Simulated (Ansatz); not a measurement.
Compare A (`CC[C@@H]1CCC[C@H]1C`) with its isomer B (`CC/C=C\C(C)(C)C`).

Gas-phase electronic energies from Ansatz, PBE0-D4/def2-TZVP geometries. CCSD(T)/CBS is the MP2 limit (def2-TZVPP, def2-QZVPP) plus CCSD(T) − MP2 in def2-TZVPP, frozen cores. DFT in def2-TZVPP. B3LYP here is the variant with VWN-RPA as its local correlation; programs differ in this. Each species was taken in one conformer, which may not be the lowest.

Q: Which is lower in electronic energy at CCSD(T)/CBS, and by how much? (An estimate is asked.)

A: Computed: A, by 17.0 kcal/mol.

Q: Give E(B) − E(A) in kcal/mol with CCSD(T)/def2-SVP, CCSD(T)/def2-TZVPP, BLYP-D4, CCSD/def2-TZVPP, r2SCAN-D4, ωB97M-V, B3LYP. (An estimate is asked.)

A: Ansatz gave: CCSD(T)/def2-SVP 18.4, CCSD(T)/def2-TZVPP 17.0, BLYP-D4 11.4, CCSD/def2-TZVPP 17.8, r2SCAN-D4 17.6, ωB97M-V 18.3, B3LYP 14.3. None reverses the order clearly.

Largest T1 diagnostic: 0.009.

In def2-TZVPP, CCSD(T) changes the Hartree–Fock value by +1.0 kcal/mol (the triples alone add −0.7 kcal/mol) and MP2 by +2.3 kcal/mol. From PBE to PBE0 (25 % exact exchange), in def2-TZVPP and without D4, E(B) − E(A) moves by +3.1 kcal/mol.
